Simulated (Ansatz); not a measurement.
```yaml
crystal:
  periodic: [false, false, false]
  atoms:
    - {symbol: Br, position_ang: [-0.894517, 0.897196, 2.729989]}
    - {symbol: B, position_ang: [0.082140, 1.204099, 1.113458]}
    - {symbol: B, position_ang: [0.066522, 0.054674, -0.051428]}
    - {symbol: C, position_ang: [0.588204, -1.159417, -0.718880]}
    - {symbol: D, position_ang: [-0.487255, -0.595469, -1.260685]}
    - {symbol: H, position_ang: [0.656641, 2.247651, 1.060187]}
    - {symbol: H, position_ang: [1.262600, -1.993878, -0.848388]}
    - {symbol: H, position_ang: [-1.182236, -0.711855, -2.080054]}
basis:
  gaussian: {orbitals: def2-TZVPD}
hamiltonian: {xc: {name: B97}}
accuracy: high
scf: {lower_state_search: light}
```

```sh
$ ansatz run in.yaml --threads 4 --pin off --events-out ev --progress --plain --max-ram 10444MiB
```

It prints (some lines left out):

```
Error: YAML parse error: error: line 8 column 16: `D` is not an element symbol (H … Og, case-exact)
 6 |     - {symbol: B, position_ang: [0.066522, 0.054674, -0.051428]}
 7 |     - {symbol: C, position_ang: [0.588204, -1.159417, -0.718880]}
 8 |     - {symbol: D, position_ang: [-0.487255, -0.595469, -1.260685]}
 9 |     - {symbol: H, position_ang: [0.656641, 2.247651, 1.060187]}
10 |     - {symbol: H, position_ang: [1.262600, -1.993878, -0.848388]}
```

What is wrong with this run?

An element symbol is wrong. The program refused the input.
